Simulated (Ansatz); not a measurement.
Two isomers of C2H5FOSi: A = `C=C(F)O[SiH3]`, B = `FC1OC[SiH2]1`.

Isolated molecules relaxed with PBE0-D4/def2-TZVP in Ansatz; ΔE leaves out vibrations. CCSD(T)/CBS adds triple-zeta CCSD(T) − MP2 to the extrapolated MP2 energy (def2 sets, frozen cores). DFT in def2-TZVPP. B3LYP here is the variant with VWN-RPA as its local correlation; programs differ in this. One conformer a species, not always the lowest.

(1) Which isomer does CCSD(T)/CBS put lower? Give the gap. (An estimate is asked.)

(2) Give E(B) − E(A) in kJ/mol with r2SCAN-D4, HF/def2-TZVPP, B3LYP, CCSD/def2-TZVPP, CCSD(T)/def2-TZVPP, PBE0-D4, B2PLYP. (Best estimate.)

Largest T1 diagnostic: 0.013.

Answers

(1) The calculation gave: A, by 144.6 kJ/mol.

(2) Computed: r2SCAN-D4 147.1, HF/def2-TZVPP 182.6, B3LYP 156.0, CCSD/def2-TZVPP 150.4, CCSD(T)/def2-TZVPP 147.2, PBE0-D4 132.5, B2PLYP 154.2. None reverses the order clearly.

From PBE to PBE0 (25 % exact exchange), in def2-TZVPP and without D4, E(B) − E(A) moves by +4.5 kJ/mol. In def2-TZVPP, CCSD(T) changes the Hartree–Fock value by −35.4 kJ/mol (the triples alone add −3.3 kJ/mol) and MP2 by −33.4 kJ/mol.
